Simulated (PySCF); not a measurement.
Molecule: Sn(Me)4, SMILES [CH3][Sn]([CH3])([CH3])[CH3]. Atoms near the plane z = 1.0 Å, at the GFN2-xTB optimised geometry (x, y, z in Å): C1 (1.8, -0.8, 0.0), Sn2 (-0.4, -0.8, 0.0), C3 (-1.1, 1.3, 0.0), C5 (-1.1, -1.8, 1.8), H7 (2.2, -1.8, 0.0), H8 (2.2, -0.3, 0.9), H9 (-2.2, 1.3, 0.1), H11 (-0.7, 1.8, 0.9), H15 (-0.7, -2.8, 1.8), H17 (-2.2, -1.9, 1.8).

Level of theory: CAM-B3LYP/def2-SVP, def2 effective core potentials past Kr run with PySCF. The core electrons that the potentials of Sn replace are not part of the density. The values are rescaled to run from 0 to 1.

```
|                             |
|                             |
|                             |
|                             |
|          .:-:.              |
|         .=#%%*:             |
|         :%@@@@*.            |
|     ..  =@@@@@%:            |
|    .--:.=@@@@@%.            |
|    =*#+:=%@@@@+             |
|    =#%*--#@@%*.             |
|    -**+-:=**=.     :=-:     |
|     :::..---:.    -#@%#-    |
|         .:--::.  .#@@@@*.   |
|         .:::::...=@@@@@%-   |
|         .::::::::+@@@@@%:   |
|        .:-:::::--+%@@@@*.   |
|       .:=+=:.::--=*%%%+:    |
|    .-=-=*%#+-:::::--=:.     |
|    =###**%%%*-::...::.      |
|   .+%%%*+*%%*-:.  .-=-.     |
|    =#%#+==**=:    .-+=:.    |
|    :=+=::=**=.     :==:     |
|     ..  .=##+:      ..      |
|         .=#%#-              |
|         .=##*-              |
|          :=+-.              |
|           ..                |
|                             |
```
Scale: ten equal steps from 0.000 (start of ' ') to 1.00 (end of '@'), in the order ' .:-=+*#%@'; x runs from -4.50 to 4.50, y from -4.50 (bottom) to 4.50 (top).

Which quantity is mapped?
A. Laplacian of the electron density
B. an orbital amplitude
C. deformation density (molecule minus spherical neutral atoms)
D. electron localisation function

D, electron localisation function
